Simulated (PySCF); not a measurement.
C3H7BO2. Atoms are numbered in the order given.

```xyz
13

C     -1.7208     1.5395    -0.1746
B     -0.7343     0.3398     0.0476
C     -1.2137    -1.1450     0.2123
O      0.6190     0.6925     0.1208
C      1.6853    -0.1369     0.0980
O      1.6989    -1.2575    -0.3200
H     -2.4784     1.2915    -0.9378
H     -1.2237     2.4826    -0.4452
H     -2.2899     1.7060     0.7597
H     -0.6448    -1.7060     0.9703
H     -2.2897    -1.2143     0.4327
H     -1.0271    -1.6754    -0.7394
H      2.5765     0.3912     0.5006
```

Geometry: B3LYP-D3(BJ)/def2-SVP. Other conformers were not sampled.

These are TDA-B3LYP/def2-SVPD in PySCF 2.14.0 values and carry that method's errors.

Vertical excitations. The molecule is in vacuum.

Computed UV-visible absorptions:
```
state  energy (eV)  λ (nm)      f                                                                 main pairs
-----  -----------  ------  -----  -------------------------------------------------------------------------
S1            5.24     237  0.002                                                             HOMO→LUMO 91 %
S2            6.23     199  0.007                                                           HOMO−1→LUMO 86 %
S3            7.14     174  0.001                                         HOMO→LUMO+2 60 %, HOMO→LUMO+1 21 %
S4            7.39     168  0.011                                         HOMO→LUMO+1 62 %, HOMO→LUMO+2 28 %
S5            7.51     165  0.057                        HOMO−3→LUMO 53 %, HOMO−2→LUMO 24 %, HOMO→LUMO+1 9 %
S6            7.80     159  0.003                   HOMO−1→LUMO+2 57 %, HOMO−1→LUMO+1 22 %, HOMO−3→LUMO 13 %
S7            7.83     158  0.160                     HOMO−2→LUMO 38 %, HOMO−1→LUMO+1 24 %, HOMO−3→LUMO 23 %
S8            8.06     154  0.040  HOMO−1→LUMO+1 42 %, HOMO−1→LUMO+2 29 %, HOMO→LUMO+3 11 %, HOMO−2→LUMO 8 %
S9            8.24     151  0.074                                                           HOMO→LUMO+3 83 %
S10           8.33     149  0.019                                                           HOMO−4→LUMO 88 %
T1            4.72     262      0                                                             HOMO→LUMO 84 %
T2            5.72     217      0                                         HOMO−1→LUMO 68 %, HOMO−2→LUMO 13 %
T3            6.11     203      0                                         HOMO−2→LUMO 58 %, HOMO−1→LUMO 10 %
T4            6.91     179      0      HOMO→LUMO+2 43 %, HOMO−3→LUMO 20 %, HOMO−2→LUMO 11 %, HOMO−1→LUMO 9 %
```
Triplets are in the Tamm–Dancoff approximation.
